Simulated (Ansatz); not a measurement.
Ti₃Si₃, relaxed as a singlet with RKS PBE-D4/def2-SVP in Ansatz, starting from the GFN1-xTB geometry. Force threshold 0.02 eV/Å.

The restricted singlet is unstable towards broken spin symmetry in Hartree–Fock (as tested in another run); at PBE-D4/def2-SVP this wasn't settled. The relaxation made no stability test and no search for a lower SCF solution. No other spin state of charge 0 was run. Another isomer (triplet) lies 1.76 eV lower at PBE0-D4/def2-TZVP; other spin states weren't run for this one.

Start:

```xyz
6

Ti   -0.5016    1.4794    1.1789
Ti   -1.1062   -1.8146   -0.9241
Ti   -2.4422   -0.2023    0.5939
Si    1.6432    0.0602    1.0768
Si    1.0528    1.4100   -0.8717
Si    1.3539   -0.9328   -1.0536
```

Task: Estimate the energy that the relaxation releases and the steps that it takes.

Result: 411.9 kJ/mol, in 12 steps; 33 s on 4 threads of AMD EPYC 7B13 on a shared host. No frequencies were taken in this run, so the end may be a saddle point.

Task: Does the start keep its bonding and symmetry?

Result: Bonds formed: Ti2–Si4, Ti2–Si5, Ti3–Si4, Ti3–Si5 (atoms count from 1). Point group Cs at the start, Cs at the end, both within 0.05 Å.

Task: Predict the relaxed structure.

Result: 
```xyz
6

Ti   -0.361    1.781    1.344
Ti   -0.647   -1.424   -0.792
Ti   -1.693    0.088    0.572
Si    0.790   -0.387    1.026
Si    0.201    0.965   -0.924
Si    1.710   -1.024   -1.226
```
Bond lengths (bridged metal pairs left out): 7 × Si–Ti 2.43 to 2.57 Å; 3 × Si–Si 2.44 to 2.51 Å; 2 × Ti–Ti 2.29 Å.
